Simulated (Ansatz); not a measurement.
Stretching the O4–H5 bond in BH3O (SMILES BO) (multiplicity 1 held, fragments rigid). Energies count from the point at 0.963 Å.
Geometry at that point (charge 0, multiplicity 1):
```xyz
5

B     -0.448    -0.553     0.061
H     -0.338    -1.338     0.952
H     -1.302    -0.642    -0.773
O      0.445     0.460     0.028
H      0.321     1.070    -0.707
```

R- and RO- levels are restricted; in cc, def2 and unpolarised 6-31G sets they are followed outwards from rest. U- levels take the lowest unrestricted solution at each point, which mixes spins at long bonds. Levels need not reach the same state.

The values were computed with Ansatz (a first-principles code). 

**Question.** What is the computed energy at R = 3.082 Å (R-HF/cc-pVTZ)?

**Answer.** 9.08 eV

**Question.** What is the computed energy at R = 3.082 Å (U-wB97X-V/cc-pVTZ)?

**Answer.** 4.67 eV

**Question.** What energy at R = 3.082 Å does U-r2SCAN/cc-pVTZ give?

**Answer.** 4.44 eV

Doubts at one or more of the structures used: a restricted determinant that unrestricted orbitals would lower (R-HF/cc-pVTZ); a spin-contaminated determinant (U-r2SCAN/cc-pVTZ, U-wB97X-V/cc-pVTZ).
